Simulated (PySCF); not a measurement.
Predicted microwave data (PySCF, PBE0-D3(BJ)/def2-SVP geometry optimisation, gas phase) for one isomer of C10H8O:

| Quantity | Value |
| --- | --- |
| Rotational constants | A = 3567, B = 662.4, C = 566.1 MHz |
| Dipole components | \|μa\| = 0.23 D, \|μb\| = 0.34 D, \|μc\| = 0.09 D |
| Inertial defect | -11.99 u·Å² |
| κ | -0.94 |

Question: Which structure is it? (One computed conformer of each.)
A. `[CH:1]#[C:2][C:3]1=[CH:4][C@@H:5]2[O:6][C@H:7]1[CH:8]=[C:9]2[CH:10]=[CH2:11]` with C8–C9–C10–C11 -174°
B. `[cH:1]1[cH:2][cH:3][c:4](-[c:5]2[cH:6][cH:7][o:8][cH:9]2)[cH:10][cH:11]1` with C3–C4–C5–C6 156° (3-phenylfuran)

Answer: B. It is c1ccc(-c2ccoc2)cc1, a near-prolate asymmetric top, point group C1. The candidates at the same level (rigid rotor, commonest isotopes):

```json
{"SMILES": "C#CC1=C[C@@H]2O[C@H]1C=C2C=C", "A (MHz)": "2500", "B (MHz)": "745.4", "C (MHz)": "712.5", "μa (D)": "0.45", "μb (D)": "1.53", "μc (D)": "0.62", "Δ (u·Å²)": "-170.84", "point group": "C1", "rotor": "near-prolate asymmetric top"}
{"SMILES": "c1ccc(-c2ccoc2)cc1", "A (MHz)": "3567", "B (MHz)": "662.4", "C (MHz)": "566.1", "μa (D)": "0.23", "μb (D)": "0.34", "μc (D)": "0.09", "Δ (u·Å²)": "-11.99", "point group": "C1", "rotor": "near-prolate asymmetric top"}
```

`C#CC1=C[C@@H]2O[C@H]1C=C2C=C` has A 30 % too low. No structure here is proved a minimum.
